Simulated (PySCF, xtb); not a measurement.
CH4BFO, SMILES COBF. Atoms are numbered in the order given.

```xyz
8

B     -0.5866    -0.7974     0.0000
H     -1.5648    -1.5003     0.0000
F      0.6321    -1.3508     0.0000
O     -0.7195     0.5401     0.0000
C      0.4096     1.4010     0.0000
H      1.0324     1.2406     0.8946
H      0.0421     2.4366     0.0000
H      1.0324     1.2406    -0.8946
```

Geometry optimised at ωB97X-D3(BJ)/def2-SVP. The geometry has at least one imaginary mode, so it is a saddle point at that level. One conformer was computed; it need not be the lowest.

Method: PySCF with C-PCM-B3LYP/def2-SVP.

The values are the electrostatic part of the solvation free energy, E(continuum) − E(gas) at the gas-phase geometry, in a cavity of scaled van der Waals radii (PySCF's table); cavitation and dispersion terms are not included. In vacuum the orbital gap is 9.27 eV. The dipole moment in vacuum is 1.54 D.

Estimate the values in water (ε = 78.36), benzene (ε = 2.27), dichloromethane (ε = 8.93). (Estimate from the structure and the level; the computed values follow.)


```json
[
 {"solvent": "water", "ε": "78.36", "ΔG(elec) (kcal/mol)": "-2.3", "dipole (D)": "1.81", "gap (eV)": "9.16"},
 {"solvent": "benzene", "ε": "2.27", "ΔG(elec) (kcal/mol)": "-1.3", "dipole (D)": "1.68", "gap (eV)": "9.22"},
 {"solvent": "dichloromethane", "ε": "8.93", "ΔG(elec) (kcal/mol)": "-2.1", "dipole (D)": "1.78", "gap (eV)": "9.17"}
]
```

For comparison, GFN2-xTB/ALPB(water) (xtb, at the GFN2-xTB geometry, all terms of that model) gives -2.0 kcal/mol.
